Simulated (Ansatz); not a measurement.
Geometry optimisation, Ansatz, RHF/def2-SVP.

Input file:

```yaml
crystal:
  periodic: [false, false, false]
  atoms:
    - { symbol: C, position_ang: [-1.4397, 0.6538, 1.1684] }
    - { symbol: "N", position_ang: [-0.4982, -0.2254, 1.6927] }
    - { symbol: Sn, position_ang: [-0.19176, 0.29842, 3.65065] }
    - { symbol: Ge, position_ang: [0.99785, 2.56213, 3.88804] }
    - { symbol: O, position_ang: [-0.10314, 3.87226, 3.23261] }
    - { symbol: H, position_ang: [-1.7284, 0.4437, 0.106] }
    - { symbol: H, position_ang: [-1.0892, 1.7479, 1.2016] }
    - { symbol: H, position_ang: [-2.3813, 0.6444, 1.7496] }
    - { symbol: H, position_ang: [-0.93673, -1.22671, 1.68703] }
    - { symbol: H, position_ang: [0.82014, -0.96281, 4.42435] }
    - { symbol: H, position_ang: [-1.73014, 0.33792, 4.49348] }
    - { symbol: H, position_ang: [2.26766, 2.53863, 2.95747] }
    - { symbol: H, position_ang: [1.34463, 2.90503, 5.25398] }
    - { symbol: H, position_ang: [-0.07376, 3.79422, 2.21427] }
basis:
  gaussian: { orbitals: def2-SVP }
hamiltonian:
  xc: hf
relax:
  f_tol: 0.015
  max_steps: 40
```

Run as:

```bash
$ ansatz run input.yaml --threads 2 --pin off --max-ram 3072MiB --backend cpu --events-out ev --progress --plain --runs-dir out
```

Where does it end, and by what steps?

The run converged. The force dipped under the threshold on the way, but the program's further checks kept it going. After 28 steps the energy has fallen by 0.957 eV; H14 moved furthest, 0.91 Å.

```json
{"step": "0", "energy less start (eV)": "0.0000", "largest force component (eV/Å)": "4.060", "accepted": "yes"}
{"step": "1", "energy less start (eV)": "-0.6579", "largest force component (eV/Å)": "1.852", "accepted": "yes"}
{"step": "2", "energy less start (eV)": "-0.8276", "largest force component (eV/Å)": "1.094", "accepted": "yes"}
{"step": "3", "energy less start (eV)": "-0.8755", "largest force component (eV/Å)": "0.595", "accepted": "yes"}
{"step": "4", "energy less start (eV)": "-0.8994", "largest force component (eV/Å)": "0.282", "accepted": "yes"}
{"step": "5", "energy less start (eV)": "-0.9102", "largest force component (eV/Å)": "0.146", "accepted": "yes"}
{"step": "6", "energy less start (eV)": "-0.9155", "largest force component (eV/Å)": "0.095", "accepted": "yes"}
{"step": "7", "energy less start (eV)": "-0.9183", "largest force component (eV/Å)": "0.067", "accepted": "yes"}
{"step": "8", "energy less start (eV)": "-0.9190", "largest force component (eV/Å)": "0.072", "accepted": "yes"}
{"step": "9", "energy less start (eV)": "-0.8973", "largest force component (eV/Å)": "1.532", "accepted": "no"}
{"step": "10", "energy less start (eV)": "-0.9234", "largest force component (eV/Å)": "0.164", "accepted": "yes"}
{"step": "11", "energy less start (eV)": "-0.9187", "largest force component (eV/Å)": "0.824", "accepted": "no"}
{"step": "12", "energy less start (eV)": "-0.9259", "largest force component (eV/Å)": "0.109", "accepted": "yes"}
{"step": "13", "energy less start (eV)": "-0.9277", "largest force component (eV/Å)": "0.237", "accepted": "yes"}
{"step": "14", "energy less start (eV)": "-0.9286", "largest force component (eV/Å)": "0.451", "accepted": "yes"}
{"step": "15", "energy less start (eV)": "-0.9368", "largest force component (eV/Å)": "0.290", "accepted": "yes"}
{"step": "16", "energy less start (eV)": "-0.9419", "largest force component (eV/Å)": "0.104", "accepted": "yes"}
{"step": "17", "energy less start (eV)": "-0.8943", "largest force component (eV/Å)": "2.004", "accepted": "no"}
{"step": "18", "energy less start (eV)": "-0.9487", "largest force component (eV/Å)": "0.088", "accepted": "yes"}
{"step": "19", "energy less start (eV)": "-0.9534", "largest force component (eV/Å)": "0.088", "accepted": "yes"}
{"step": "20", "energy less start (eV)": "-0.9535", "largest force component (eV/Å)": "0.095", "accepted": "yes"}
{"step": "21", "energy less start (eV)": "-0.9547", "largest force component (eV/Å)": "0.057", "accepted": "yes"}
{"step": "22", "energy less start (eV)": "-0.9550", "largest force component (eV/Å)": "0.370", "accepted": "yes"}
{"step": "23", "energy less start (eV)": "-0.9565", "largest force component (eV/Å)": "0.079", "accepted": "yes"}
{"step": "24", "energy less start (eV)": "-0.9566", "largest force component (eV/Å)": "0.076", "accepted": "yes"}
{"step": "25", "energy less start (eV)": "-0.9570", "largest force component (eV/Å)": "0.009", "accepted": "yes"}
{"step": "26", "energy less start (eV)": "-0.9570", "largest force component (eV/Å)": "0.041", "accepted": "yes"}
{"step": "27", "energy less start (eV)": "-0.9571", "largest force component (eV/Å)": "0.033", "accepted": "yes"}
{"step": "28", "energy less start (eV)": "-0.9571", "largest force component (eV/Å)": "0.009", "accepted": "yes"}
```

```xyz
14
Properties=species:S:1:pos:R:3
C -1.597 0.605 1.083
N -0.737 -0.228 1.896
Sn -0.214 0.215 3.808
Ge 1.042 2.530 3.753
O -0.080 3.620 2.904
H -1.435 0.406 0.020
H -1.365 1.659 1.248
H -2.669 0.473 1.282
H -0.853 -1.205 1.701
H 0.807 -1.062 4.321
H -1.574 0.296 4.858
H 2.371 2.478 2.978
H 1.333 3.104 5.152
H 0.229 4.493 2.717
```

Time of the run: 83 s on 2 threads of Intel(R) Xeon(R) 6975P-C (Granite Rapids), on a shared host, peak memory 0.47 GiB.
